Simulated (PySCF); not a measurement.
Isomers of C4H13FSi3, mass 164.031 u with the commonest isotopes. Level of theory: PBE0/pcSseg-1 in PySCF (dipole) on a GFN2-xTB geometry, gas phase. One conformer each, none proved a minimum here; rigid rotors.

Question: Order these by out-of-plane moment Σ m c² = (Ia + Ib − Ic)/2, largest first.
A. `[F:1][CH2:2][Si@@H:3]1[CH2:4][C@H:5]([CH2:6][SiH3:7])[SiH2:8]1` with F1–C2–Si3–C4 176°, C4–C5–C6–Si7 61°, C2–Si3–C4–C5 -135°, Si3–C4–C5–C6 145°, C4–C5–Si8–Si3 -15°, C2–Si3–Si8–C5 121°
B. `[F:1][C@H:2]1[CH2:3][C@@H:4]([SiH:5]([SiH3:6])[SiH3:7])[CH2:8]1` with C3–C4–Si5–Si6 -63°, F1–C2–C3–C4 132°, C2–C3–C4–Si5 -134°, C3–C4–C8–C2 13°, F1–C2–C8–C4 -132°
C. `[CH3:1][SiH2:2][SiH2:3]/[C:4](=[CH:5]/[F:6])[SiH2:7][CH3:8]` with C1–Si2–Si3–C4 23°, Si2–Si3–C4–C5 -103°, Si3–C4–Si7–C8 76°
D. `[F:1]/[CH:2]=[C:3](\[SiH3:4])[CH2:5][SiH2:6][CH2:7][SiH3:8]` with C2–C3–C5–Si6 -99°, C3–C5–Si6–C7 58°, C5–Si6–C7–Si8 179°

Answer: C (135.48 u·Å²), D (102.45 u·Å²), A (43.95 u·Å²), B (38.80 u·Å²).

Question: Order these by rotational constant C, largest first.
A. `[CH3:1][SiH2:2][SiH2:3]/[C:4](=[CH:5]/[F:6])[SiH2:7][CH3:8]` with C1–Si2–Si3–C4 23°, Si2–Si3–C4–C5 -103°, Si3–C4–Si7–C8 76°
B. `[F:1][CH2:2][Si@@H:3]1[CH2:4][C@H:5]([CH2:6][SiH3:7])[SiH2:8]1` with F1–C2–Si3–C4 176°, C4–C5–C6–Si7 61°, C2–Si3–C4–C5 -135°, Si3–C4–C5–C6 145°, C4–C5–Si8–Si3 -15°, C2–Si3–Si8–C5 121°
C. `[F:1][C@H:2]1[CH2:3][C@@H:4]([SiH:5]([SiH3:6])[SiH3:7])[CH2:8]1` with C3–C4–Si5–Si6 -63°, F1–C2–C3–C4 132°, C2–C3–C4–Si5 -134°, C3–C4–C8–C2 13°, F1–C2–C8–C4 -132°

Answer: A (594.2 MHz), C (481.4 MHz), B (440.2 MHz).

Question: Order these by rotational constant B, largest first.
A. `[F:1][C@H:2]1[CH2:3][C@@H:4]([SiH:5]([SiH3:6])[SiH3:7])[CH2:8]1` with C3–C4–Si5–Si6 -63°, F1–C2–C3–C4 132°, C2–C3–C4–Si5 -134°, C3–C4–C8–C2 13°, F1–C2–C8–C4 -132°
B. `[F:1][CH2:2][Si@@H:3]1[CH2:4][C@H:5]([CH2:6][SiH3:7])[SiH2:8]1` with F1–C2–Si3–C4 176°, C4–C5–C6–Si7 61°, C2–Si3–C4–C5 -135°, Si3–C4–C5–C6 145°, C4–C5–Si8–Si3 -15°, C2–Si3–Si8–C5 121°
C. `[CH3:1][SiH2:2][SiH2:3]/[C:4](=[CH:5]/[F:6])[SiH2:7][CH3:8]` with C1–Si2–Si3–C4 23°, Si2–Si3–C4–C5 -103°, Si3–C4–Si7–C8 76°
D. `[F:1]/[CH:2]=[C:3](\[SiH3:4])[CH2:5][SiH2:6][CH2:7][SiH3:8]` with C2–C3–C5–Si6 -99°, C3–C5–Si6–C7 58°, C5–Si6–C7–Si8 179°

Answer: C (672.6 MHz), A (643.8 MHz), D (526.7 MHz), B (493.6 MHz).

```tsv
SMILES	point group	Ia (u·Å²)	Ib (u·Å²)	Ic (u·Å²)	κ	μa (D)	μb (D)	μc (D)
F[C@H]1C[C@@H]([SiH]([SiH3])[SiH3])C1	Cs	342.38	784.99	1049.76	-0.67	0.57	0.00	1.42
FC[Si@@H]1C[C@H](C[SiH3])[SiH2]1	C1	211.97	1023.88	1147.95	-0.95	1.36	0.43	0.29
C[SiH2][SiH2]/C(=C/F)[SiH2]C	C1	370.10	751.43	850.57	-0.80	0.46	0.10	0.39
F/C=C(\[SiH3])C[SiH2]C[SiH3]	C1	300.44	959.56	1055.09	-0.92	0.58	0.36	1.30
```
